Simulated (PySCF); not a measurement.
Molecule: SMILES C(#C[C+](C)C)CCl, [C₆H₈Cl]+.

Bonds (- single, = double, # triple, : aromatic): C1-C2, C2-C3, C2-C4, C4#C5, C5-C6, C6-Cl7. C1 carries H8, H9, H10; C3 carries H11, H12, H13; C6 carries H14, H15. Formal charges: C2 +1.

Total charge +1.

Frames of a GFN2-xTB Langevin trajectory at 300 K; GIAO PBE0/pcSseg-1 shieldings in PySCF 2.14, gas phase, non-relativistic; equivalent atoms averaged within each frame.

Shifts are taken against calculated references (same method and geometry level): TMS for ¹³C (σref 186.93), ¹H (σref 31.72); ³⁵Cl (σref 949.78) against HCl. The references are static minima.

Task: How do the shifts (ppm) fluctuate along the trajectory?

Result: 
```csv
time (fs),C2,C5,C4,C1/C3,C6,Cl7,H14/H15,H8/H9/H10/H11/H12/H13
250,286.1,198.8,109.9,55.1,34.8,228,6.10,3.98
425,269.9,223.2,117.0,49.1,37.4,308,5.67,4.13
625,276.2,247.2,127.6,48.9,45.0,381,6.37,3.86
800,272.5,242.6,119.4,47.7,40.2,186,5.51,4.14
1000,280.2,225.0,122.3,48.7,39.0,204,7.31,4.04
mean of frames,277.0,227.4,119.2,49.9,39.3,261,6.19,4.03
standard deviation,6.4,19.1,6.5,3.0,3.8,81,0.71,0.12
```

5 frames give an uncertainty of the mean of about the standard deviation over 2.2 at best, since frames this close in time may not be independent; classical motion lacks zero-point vibration, and the reference would need the same averaging.
